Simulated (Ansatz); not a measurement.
`CB([SeH])[SeH]` and `COB(C)[SeH]` differ in one atom or group.

Ansatz, PBE0-D4/def2-TZVP geometries, multiplicity 1. Each molecule was computed in one conformer, which needn't be the lowest.

Scalar relativity is left out up to krypton.

| property | `CB([SeH])[SeH]` |
| --- | --- |
| HOMO–LUMO gap (PBE/def2-TZVPP) / eV | 4.18 |
| HOMO energy (B3LYP/def2-TZVPP) / eV | -6.72 |
| size of the dipole moment (ωB97M-V/def2-TZVPP) / D | 1.01 |
| LUMO energy (PBE0/def2-TZVPP) / eV | -0.84 |
| HOMO energy (PBE/def2-TZVPP) / eV | -5.88 |
| LUMO energy (ωB97M-V/def2-TZVPP) / eV | 1.11 |

(1) Give the same properties after the change, and the shifts. (An estimate is asked.)

## Answers

(1) Computed: 
| property | `COB(C)[SeH]` | shift |
| --- | --- | --- |
| HOMO–LUMO gap (PBE/def2-TZVPP) / eV | 5.29 | 1.11 |
| HOMO energy (B3LYP/def2-TZVPP) / eV | -6.88 | -0.16 |
| size of the dipole moment (ωB97M-V/def2-TZVPP) / D | 0.49 | -0.52 |
| LUMO energy (PBE0/def2-TZVPP) / eV | 0.26 | 1.10 |
| HOMO energy (PBE/def2-TZVPP) / eV | -5.98 | -0.10 |
| LUMO energy (ωB97M-V/def2-TZVPP) / eV | 1.92 | 0.81 |

With PBE0 the HOMO falls by 0.17 eV and the LUMO rises by 1.10 eV, so the gap widens by about 1.27 eV. PBE moves the HOMO by -0.10 eV and ωB97M-V by -0.25 eV. Dipoles are sizes alone; their direction can turn.

B3LYP here is the variant with VWN-RPA as its local correlation; programs differ in this.

Spin–orbit coupling is left out; it splits and shifts lone-pair levels of the heavy atoms by tenths of an eV.
